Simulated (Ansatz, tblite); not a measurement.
Spin states of As₄O₆⁺, each relaxed with r2SCAN-D4/def2-SVP in Ansatz. Electronic energies in the gas phase.

The xTB rows come from tblite. Correlated methods freeze 42 core orbitals; core or outer-core shells of As are correlated, in sets that lack core-valence functions. The structure comes from a short search, and lower isomers may exist.

Doublet geometry:

```xyz
10

As    0.9705    1.7237    0.4089
As   -0.8649    0.1705   -1.8175
As    1.3577   -1.4937   -0.0772
As   -1.2601   -0.3450    1.2795
O    -0.0046    1.5548   -1.0808
O     0.3185   -1.1290   -1.4864
O     1.8494    0.1665    0.3709
O    -1.9311   -0.1847   -0.3158
O    -0.3812    1.1270    1.5646
O    -0.0542   -1.5903    1.1539
```

Quartet geometry (Cs within 0.1 Å):

```xyz
10

As   -0.947    0.567    1.745
As   -0.564   -1.761   -0.391
As    0.074    0.755   -2.373
As    1.856    0.157    0.293
O    -1.190   -1.136    1.132
O    -1.020   -0.394   -1.429
O    -1.320    1.518    0.382
O     1.201   -1.438   -0.216
O     0.881    0.512    1.715
O     1.028    1.219   -0.860
```

⟨S²⟩: doublet 0.75 at PBE0-D4/def2-SVP (pure 0.75), quartet 3.78 at PBE0-D4/def2-SVP (pure 3.75).

Only these spin states were relaxed. The quartet has other bonds than the doublet, so the gap mixes isomer and spin.

```json
{"level": "GFN1-xTB", "quartet − doublet (kJ/mol)": "469.6", "lowest of these": "doublet"}
{"level": "GFN2-xTB", "quartet − doublet (kJ/mol)": "385.5", "lowest of these": "doublet"}
{"level": "PBE-D4/def2-SVP", "quartet − doublet (kJ/mol)": "293.7", "lowest of these": "doublet"}
{"level": "r2SCAN-D4/def2-SVP", "quartet − doublet (kJ/mol)": "300.3", "lowest of these": "doublet"}
{"level": "PBE0-D4/def2-SVP", "quartet − doublet (kJ/mol)": "334.5", "lowest of these": "doublet"}
```

Question: Estimate the rows for HF/STO-3G, HF/def2-SVP, PBE-QIDH/def2-SVP, MP2/def2-SVP.

Answer: 
```
            level  quartet − doublet (kJ/mol)  lowest of these
        HF/STO-3G                       131.7          doublet
      HF/def2-SVP                       322.2          doublet
PBE-QIDH/def2-SVP                       370.2          doublet
     MP2/def2-SVP                       417.5          doublet
```

The xTB methods have no spin-polarisation term.
